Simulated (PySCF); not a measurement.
# Vibration and rotation of NaHg⁺

RHF-CCSD(T) constants of NaHg⁺, ¹Σ⁺ (singlet), closed shell (Na def2-SVP, Hg def2-SVP with ECP60; scalar-relativistic core potentials (PySCF 2.14); masses 22.9898 and 201.9706 u):

| Property | Result |
| --- | --- |
| ωe | 108.1 cm⁻¹ |
| ωexe | 1.06 cm⁻¹ |
| Be | 0.082412 cm⁻¹ |
| αe | 0.000960 cm⁻¹ |
| D (centrifugal) | 1.92e-07 cm⁻¹ |
| De to Na⁺ + Hg | 0.319 eV |

Problem. Give the band origin of the fundamental and the first lines of its P and R branches.

Solution. ν0 = ωe − 2ωexe = 106.0 cm⁻¹, B0 = 0.081932, B1 = 0.080972 cm⁻¹.

```
J″  P(J″) − ν0  R(J″) − ν0
 0                   0.162
 1      -0.164       0.322
 2      -0.330       0.480
 3      -0.497       0.636
 4      -0.667       0.790
 5      -0.838       0.943
 6      -1.012       1.093
```

Problem. Near which J would the R branch turn back, without centrifugal distortion?

Solution. At J ≈ (B0 + B1)/(2(B0 − B1)) − 1 ≈ 84.

Correlated steps freeze 1 core orbital. The bond is weak. Basis-set superposition, not corrected here, can be much of De in a small basis, most of all at correlated wavefunction levels. Spin–orbit coupling is left out. For an ion De counts to the pair picked by the measured ionisation energies or electron affinities, which need not be the lowest pair at this level.
